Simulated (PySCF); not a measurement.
**Dipole response of Ni (nickel, neutral)**

[Ar] 3d8 4s1 4p1, one real determinant (an excited configuration). Calculation: PySCF 2.14, in def2-QZVPPD (11s6p5d4f2g, 100 functions); the non-relativistic Hamiltonian (point nucleus). Coupled (time-dependent) response in atomic units; α is the mean over directions.

| method | mean α (bohr³) | α xx, yy, zz | C₆ (like pair) | S(−4) |
| --- | --- | --- | --- | --- |
| UHF | 69.51 | 59.99, 88.55, 59.99 | 644.5 | 2689 |

S(−4) is the Cauchy moment in α(ω) = α(0) + S(−4) ω² + …

α(iu) at UHF:

```json
{"u (hartree)": "0", "α(iu) (bohr³)": "69.51"}
{"u (hartree)": "0.0500", "α(iu) (bohr³)": "63.52"}
{"u (hartree)": "0.100", "α(iu) (bohr³)": "51.17"}
{"u (hartree)": "0.200", "α(iu) (bohr³)": "30.18"}
{"u (hartree)": "0.300", "α(iu) (bohr³)": "18.78"}
{"u (hartree)": "0.500", "α(iu) (bohr³)": "9.347"}
{"u (hartree)": "0.750", "α(iu) (bohr³)": "5.304"}
{"u (hartree)": "1.00", "α(iu) (bohr³)": "3.594"}
{"u (hartree)": "1.50", "α(iu) (bohr³)": "2.121"}
{"u (hartree)": "2.00", "α(iu) (bohr³)": "1.468"}
{"u (hartree)": "3.00", "α(iu) (bohr³)": "0.8637"}
{"u (hartree)": "5.00", "α(iu) (bohr³)": "0.4188"}
```

A single London oscillator, α(iu) = α/(1 + u²/ω²), gives C₆ = (3/4) ω α². Matching the computed C₆ needs ω = 4 × 644.5 / (3 × 69.51²) = 0.178 hartree.

The components differ because the open shell of this determinant is not spherical; for a pure term their mean is the scalar polarisability.

⟨L²⟩ = 14.06 against 20 for a pure G term, so this real determinant mixes terms.
